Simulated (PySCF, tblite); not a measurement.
Isomers of C8H9FSi. Calculated harmonic vibrations of the isolated species, GFN2-xTB (tblite), most abundant isotopes, no scaling. Against measured fundamentals such values can be off by several per cent, at times by over 20. Modes of hydrogen on silicon can be 10 to 20 % off. One conformer each.

Electronic energies: PBE0/pcSseg-1 single points on the GFN2-xTB geometries (PySCF, gas phase).

```tsv
SMILES	electronic energy, lowest = 0 (kJ/mol)
CCC#CC1=C(F)C=C[SiH2]1	0.0
C#C[C@H]1C/C(=C\F)[SiH2]C1=C	72.2
C#C[C@H]1[SiH2]C/C(=C\F)C1=C	56.7
```

Task: How do GFN2-xTB zero-point energies change the relative energies?

Result: 
| SMILES | ZPE (kJ/mol) | of it from modes above 1550 cm⁻¹ | electronic (kJ/mol) | with ZPE, lowest = 0 (kJ/mol) | lowest mode (cm⁻¹) | rings |
| --- | --- | --- | --- | --- | --- | --- |
| CCC#CC1=C(F)C=C[SiH2]1 | 358.5 | 177.5 | 0.0 | 0.0 | 12 | 1 |
| C#C[C@H]1[SiH2]C/C(=C\F)C1=C | 354.9 | 190.2 | 56.7 | 53.2 | 0i | 1 |
| C#C[C@H]1C/C(=C\F)[SiH2]C1=C | 356.8 | 189.5 | 72.2 | 70.5 | 38 | 1 |

The zero-point energies span 3.6 kJ/mol, from `C#C[C@H]1[SiH2]C/C(=C\F)C1=C` to `CCC#CC1=C(F)C=C[SiH2]1`. Slightly imaginary modes are left out of the zero-point energy: `C#C[C@H]1[SiH2]C/C(=C\F)C1=C` 0.3i cm⁻¹. The order is unchanged.

Task: And how do the electronic energies of GFN2-xTB itself compare?

Result: `CCC#CC1=C(F)C=C[SiH2]1` 0.0; `C#C[C@H]1[SiH2]C/C(=C\F)C1=C` 37.7; `C#C[C@H]1C/C(=C\F)[SiH2]C1=C` 54.0 kJ/mol, lowest = 0. Against the energies above, taken from the same isomer `CCC#CC1=C(F)C=C[SiH2]1`, the largest difference is 19.0 kJ/mol.
